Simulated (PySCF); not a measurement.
**Frontier levels across methods**

Compound: BClH5PSi.
Cartesian coordinates in Å at the PBE0-D3(BJ)/def2-SVP level; atoms count from 1:
```xyz
9
BClH5PSi angstrom
B      0.8954    0.0172   -0.8779
P      2.2950   -0.7015   -1.8580
Si     4.1485    0.0408   -0.8601
Cl     5.7915   -0.8837   -1.7093
H      0.9486   -0.0380    0.3266
H     -0.0980    0.4032   -1.4408
H      2.2953   -0.0581   -3.1229
H      4.0403   -0.3463    0.5725
H      4.3539    1.5085   -1.0026
```

Basis pcSseg-2 throughout (PySCF), one geometry. Isolated species at its PBE0-D3(BJ)/def2-SVP geometry (one conformer only).

Q: How do the orbital energies, the gap and the dipole change with the method?

A: 
```csv
method,kind,HOMO (eV),LUMO (eV),gap (eV),μ (D),SCF cycles
BLYP,GGA,-6.55,-2.81,3.74,1.03,14
B97-D,GGA,-6.66,-2.80,3.85,1.14,14
OPBE,GGA,-6.74,-2.86,3.88,1.13,15
PBE,GGA,-6.74,-2.99,3.75,1.06,14
KT3,GGA,-6.76,-2.90,3.86,1.11,15
KT2,GGA,-6.77,-2.98,3.80,1.13,15
BP86,GGA,-6.82,-3.04,3.78,1.08,14
LDA,LDA,-6.87,-3.22,3.65,1.11,13
B97-2,global hybrid,-7.50,-2.08,5.43,1.30,12
B3LYP,global hybrid,-7.52,-2.27,5.25,1.23,12
PBE0,global hybrid,-7.75,-2.09,5.65,1.29,12
mPW1PW91,global hybrid,-7.76,-2.09,5.67,1.29,12
BHandHLYP,global hybrid,-8.59,-1.10,7.49,1.48,11
CAM-B3LYP,range-separated hybrid,-8.95,-1.02,7.92,1.38,11
wB97X-D,range-separated hybrid,-9.51,-0.29,9.22,1.42,14
HF,Hartree–Fock,-9.94,1.18,11.12,1.80,11
LC-wPBE,range-separated hybrid,-10.27,0.06,10.33,1.54,12
```

The HOMO spans 3.72 eV, from BLYP down to LC-wPBE, and the gap runs from 3.65 eV (LDA) to 11.12 eV (HF). Over the methods BLYP (0 %), B97-D (0 %), OPBE (0 %), PBE (0 %), KT3 (0 %), KT2 (0 %), BP86 (0 %), LDA (0 %), B97-2 (21 %), B3LYP (20 %), PBE0 (25 %), mPW1PW91 (25 %), BHandHLYP (50 %), HF (100 %), a straight line through the gap against the share of exact exchange rises by 0.73 eV for each 10 % (correlation coefficient 1.000). The dipole ranges from 1.03 D (BLYP) to 1.80 D (HF). This basis has no diffuse functions.

The vertical ΔSCF ionisation energy at CAM-B3LYP/def2-SVPD is 9.70 eV; −ε(HOMO) comes closest to it with wB97X-D (9.51 eV).
